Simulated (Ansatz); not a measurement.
One geometry of Ag₂Cl⁺, several levels of theory.

```yaml
crystal:
  periodic: [false, false, false]
  atoms:
    - {symbol: Ag, position_ang: [1.993540, 0.329423, 0.651797]}
    - {symbol: Ag, position_ang: [-1.706159, -1.042204, -0.714418]}
    - {symbol: Cl, position_ang: [-0.287381, 0.712781, 0.062621]}
basis:
  gaussian: {orbitals: def2-TZVP, initial_orbitals: start.molden}
total_charge: 1
hamiltonian: {xc: pbe}
correlation: {method: rpa}
scf: {omitted_lower_state_checks: [starts]}
```

The file start.molden holds the orbitals of an earlier run on this structure, at another level or in another basis.

```sh
$ ansatz run in.yaml --threads 4 --pin off --events-out ev --progress --plain --max-ram 3916MiB
```

It prints (some lines left out):

```
Functional definition: PBE
988 factors; integrals over basis functions are off by at most 7.3e-4 eV
mean field evaluation 1: about -20512.5738 eV, gradient 9.5e0 eV
mean field evaluation 2: about -20512.7029 eV, gradient 1.8e-1 eV
mean field evaluation 4: about -20512.7010 eV, gradient 7.0e-4 eV
mean field evaluation 8: about -20512.7010 eV, gradient 2.8e-6 eV
mean field -20512.70097043 eV, -753.8278566550 hartree, gradient 2.9e-6 eV, S^2 0.000000; 0 other end points of the search recorded, 0 dependent functions left out
5 core orbitals not correlated: weight in the atoms' cores, before any rotation towards them, 1.000 or more for the frozen orbitals, at most 0.000 for the correlated occupied ones
reference -20451.17215562 eV, -751.5667144165 hartree; 22, 22 occupied and 90, 90 virtual orbitals, 988 factors
Total energy: -20491.42529888 eV, -753.0459901468 hartree
Checks for a lower state left out: starts
```

Hardware: 4 threads of Arm Neoverse V1 on a shared host. Wall time 2.2 s.

As the first input, with `hamiltonian: {xc: hf}`, `output: {orbitals: {seedname: orbitals}}` and without the key `correlation` (abridged; 0.65 s):

```
Functional definition: HF
mean field -20452.61689666 eV, -751.6198076706 hartree, gradient 2.3e-5 eV, S^2 0.000000
Total energy: -20452.61689666 eV, -751.6198076706 hartree
Checks for a lower state left out: starts
```

The first input with `hamiltonian: {xc: hse06, dispersion: d4}`, `output: {forces: true, orbitals: {seedname: orbitals}}` and without the key `correlation` (abridged; 1.7 s):

```
Functional definition: HSE06
mean field -20512.77248251 eV, -753.8304846756 hartree, gradient 7.0e-5 eV, S^2 0.000000
Total energy: -20512.84939461 eV, -753.8333111431 hartree
Atom 0 force     0.001797     0.000061     0.000539 eV/Å
Atom 1 force    -0.001372    -0.001114    -0.000632 eV/Å
Atom 2 force    -0.000425     0.001054     0.000093 eV/Å
Dipole moment:     0.223693    -0.554817    -0.048743 e Å
Checks for a lower state left out: starts
```

First input, but with `gaussian: {orbitals: def2-SVP, initial_orbitals: start.molden}`, `hamiltonian: {xc: pbe0, dispersion: d4}`, `output: {orbitals: {seedname: orbitals}}` and without the key `correlation` (abridged; 1.1 s):

```
Functional definition: PBE0
mean field -20506.86181474 eV, -753.6132716415 hartree, gradient 2.4e-5 eV, S^2 0.000000
Total energy: -20506.94169047 eV, -753.6162070205 hartree
Checks for a lower state left out: starts
```

As the first input, with `hamiltonian: {xc: {name: PBE-QIDH}}` and without the key `correlation` (abridged; 2.4 s):

```
Functional definition: PBE-QIDH
mean field -20493.29661493 eV, -753.1147597432 hartree, gradient 8.1e-6 eV, S^2 0.000000
5 core orbitals not correlated: weight in the atoms' cores, before any rotation towards them, 1.000 or more for the frozen orbitals, at most 0.000 for the correlated occupied ones
second order -32.56700002 eV of doubles, -0.00000000 eV of singles
Total energy: -20504.15229482 eV, -753.5136986210 hartree
Checks for a lower state left out: starts
```

First input, but with `gaussian: {orbitals: def2-TZVPP, initial_orbitals: start.molden}`, `correlation: {method: ccsd_t}`, `output: {orbitals: {seedname: orbitals}}` and without the key `hamiltonian` (abridged; 11 s):

```
Functional definition: HF
mean field -20452.65432508 eV, -751.6211831396 hartree, gradient 8.4e-6 eV, S^2 0.000000
5 core orbitals not correlated: weight in the atoms' cores, before any rotation towards them, 1.000 or more for the frozen orbitals, at most 0.000 for the correlated occupied ones
second order -40.21132083 eV of doubles, -0.00000000 eV of singles
cycle   1  -38.13843443 eV  change     2.1e0 eV  update   1.2e-1
cycle   2  -38.89315473 eV  change   -7.5e-1 eV  update   3.6e-2
cycle   3  -39.05831031 eV  change   -1.7e-1 eV  update   2.0e-2
cycle   4  -38.99967634 eV  change    5.9e-2 eV  update   9.0e-3
cycle   5  -38.98728086 eV  change    1.2e-2 eV  update   4.9e-3
cycle   6  -38.99880789 eV  change   -1.2e-2 eV  update   1.9e-3
cycle   7  -39.00048413 eV  change   -1.7e-3 eV  update   9.2e-4
cycle   8  -38.99972538 eV  change    7.6e-4 eV  update   4.4e-4
cycle   9  -38.99977988 eV  change   -5.4e-5 eV  update   1.7e-4
cycle  10  -39.00012856 eV  change   -3.5e-4 eV  update   7.5e-5
cycle  11  -38.99980543 eV  change    3.2e-4 eV  update   3.7e-5
cycle  12  -38.99983180 eV  change   -2.6e-5 eV  update   1.3e-5
cycle  13  -38.99987024 eV  change   -3.8e-5 eV  update   5.5e-6
perturbative correction -1.17621649 eV, -0.0432251587 hartree
Total energy: -20492.83041181 eV, -753.0976270947 hartree
Checks for a lower state left out: starts
```

Geometry: PBE0-D4/def2-TZVP.

In the def2 sets Ag takes a core potential; there is no spin–orbit coupling. HSE06 is defined as in plane-wave codes, on full-range PBE exchange. Correlated methods freeze 5 core orbitals; core or outer-core shells of Ag are correlated, in sets that lack core-valence functions. The structure comes from a short search, and lower isomers may exist.
